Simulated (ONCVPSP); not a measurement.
Ni (Z = 28): one change to an ONCV potential, before and after

Ni, optimised norm-conserving Vanderbilt (ONCV), made with ONCVPSP 4.0.1 (revPBE, scalar-relativistic). Core [Ne], reference 3s2 3p6 3d8 4s1 (charge +1). Waves: 3s+4s: rc 1.25 bohr, ncon 3, nbas 6, qcut 7.4 1/bohr, 3 projectors, debl 3.9 Ha; 3p: rc 0.80 bohr, ncon 4, nbas 9, qcut 11.6 1/bohr, 2 projectors, debl 2.5 Ha; 3d: rc 1.15 bohr, ncon 3, nbas 8, qcut 13.8 1/bohr, 2 projectors, debl 0.8 Ha. Local part: polynomial inside 0.50 bohr (lpopt 2, dvloc0 0 Ha). Core correction: none.

In the p channel the program set the typed energies aside and used -2.957, 0.250 Ha.

Change: all radii scaled by about 1.04 (s 1.30, p 0.84, d 1.20 bohr); local potential polynomial inside 0.52 bohr (lpopt 2, dvloc0 0 Ha).

Cutoffs: the cutoffs (Ha) at which the residual kinetic energy of the hardest occupied pseudo-wave falls to 1 and 0.1 mHa per electron; they do not see the model core or the augmentation charge, which bear on the density cutoff. Errors are all-electron minus pseudo energies relative to the spin-unpolarised reference configuration.

Task: How do hardness, ghosts and transferability respond?

Result: The potential gets softer (72 Ha and 185 Ha → 70 Ha and 96 Ha); of the 4 tests that both files solve, the error grows in 1 and shrinks in 0 by more than 15 % and 0.3 meV (median size 2.0 → 3.0 meV); neither file shows a bound ghost. A larger radius leaves more room for a smooth pseudo-wave, so fewer plane waves are needed.

```tsv
quantity	base	changed
cutoff, loose	72 Ha	70 Ha
cutoff, tight	185 Ha	96 Ha
loose cutoff by channel	s 14 Ha, p 46 Ha, d 72 Ha	s 15 Ha, p 38 Ha, d 70 Ha
bound ghosts	none	none
GHOST(+) flags under 300 eV	none	none
error for 3s2 3p6 3d8 4s2, meV [ΔE -9.22 eV]	+1.6	+1.6
error for 3s2 3p6 3d8 4s0, meV [ΔE 17.18 eV]	+0.3	+0.4
error for 3s2 3p6 3d7 4s0, meV [ΔE 54.53 eV]	+2.4	+4.5
error for 3s2 3p6 3d9 4s0, meV [ΔE -3.05 eV]	+8.3	+9.1
```
